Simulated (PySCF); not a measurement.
Compound: C₇H₁₁N₃.
Z-matrix (Å and degrees, PBE0-D3(BJ)/def2-SVP geometry), rows numbered from 1:
```
C 
C   1  1.4958
C   2  1.3978  1  120.44
N   3  1.3282  2  125.61  1  -175.45
N   4  1.3141  3  118.64  2     1.28
C   5  1.3245  4  120.10  3    -1.44
C   2  1.4073  1  123.81  3  -175.69
N   7  1.3898  2  122.73  1    -3.29
C   8  1.4465  7  118.82  2   -57.79
C   8  1.4418  7  118.23  2   159.07
H   1  1.0990  2  110.33  3    22.31
H   1  1.1005  2  110.55  3   142.64
H   1  1.1028  2  112.61  3   -97.11
H   3  1.0961  2  119.38  1     3.28
H   6  1.0929  5  114.67  4  -179.83
H   9  1.1014  8  110.10  7   155.11
H   9  1.0946  8  111.41  7    35.37
H   9  1.1087  8  111.66  7   -84.96
H  10  1.1007  8  108.82  7  -162.57
H  10  1.0986  8  110.50  7   -44.33
H  10  1.1093  8  113.57  7    77.81
```

The closed-shell ground state was solved at several levels (PySCF, density fitting, gas phase, non-relativistic).

| level | basis functions | HOMO (eV) | LUMO (eV) | gap (eV) | dipole (D) |
| --- | --- | --- | --- | --- | --- |
| PBE0/pcSseg-1 | 225 | -6.31 | -0.95 | 5.36 | 5.92 |
| PBE0/def2-SVPD | 288 | -6.30 | -1.00 | 5.30 | 5.85 |

Task: What might mPW1PW91/pcSseg-1 (225 basis functions) give for the same quantities?

Result: HOMO -6.35 eV, LUMO -0.97 eV, gap 5.38 eV, dipole 5.93 D.

Task: Over all these levels, which gives the widest orbital gap and which the narrowest?

Result: mPW1PW91/pcSseg-1 (global hybrid, 25 % exact exchange) has the widest, 5.38 eV, and PBE0/def2-SVPD (global hybrid, 25 % exact exchange) the narrowest, 5.30 eV. Functional and basis both differ between the two, so the spread mixes both effects.

Task: How far do the dipole and the HOMO energy spread over the levels?

Result: The dipole runs from 5.85 to 5.93 D (mean 5.90 D) and the HOMO from -6.35 to -6.30 eV.
